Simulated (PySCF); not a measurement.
B(Cl)(Me)(OMe) (C2H6BClO), SMILES COB(C)Cl. Atoms are numbered in the order given.

```xyz
11

B     -0.0867     0.0695     0.1798
Cl     1.0091     1.4826     0.1117
C     -1.1124    -0.0174     1.3685
H     -1.7347    -0.9241     1.3849
H     -1.7841     0.8574     1.3324
H     -0.5772     0.0544     2.3299
O      0.0698    -0.8083    -0.8245
C     -0.6606    -1.9996    -1.0275
H     -1.3246    -1.8783    -1.8984
H      0.0478    -2.8139    -1.2430
H     -1.2688    -2.2788    -0.1532
```
Charge 0, spin multiplicity 1.

Geometry optimised at B3LYP-D3(BJ)/def2-SVP. The structure was generated by enumeration, and PubChem lists no compound with its InChIKey, so it may never have been made. Other conformers were not sampled.

Two levels are set side by side: PBE/pcSseg-1 (PySCF) and PBE0/pcSseg-1 (PySCF). GIAO shifts against BF3 (¹¹B), H2O (¹⁷O), HCl (³⁵Cl), TMS (¹H), TMS (¹³C) at the same level; non-relativistic, no solvent, atoms listed together averaged. Without spin–orbit terms, shifts of atoms bonded to Cl or Br come out too high at both levels. Differences are taken from unrounded values.

| quantity | PBE0 | PBE | PBE minus PBE0 |
|---|---|---|---|
| δ(¹¹B) of B1 (ppm) | 31.3 | 30.9 | -0.4 |
| δ(³⁵Cl) of Cl2 (ppm) | 156.6 | 177.9 | 21.3 |
| δ(¹³C) of C3 (ppm) | 3.2 | 2.4 | -0.8 |
| δ(¹⁷O) of O7 (ppm) | 170.8 | 188.3 | 17.6 |
| δ(¹³C) of C8 (ppm) | 58.4 | 60.1 | 1.7 |

Rough cost on one machine, each run with all the roots and properties that it gave: PBE0 against PBE within a factor of 2.
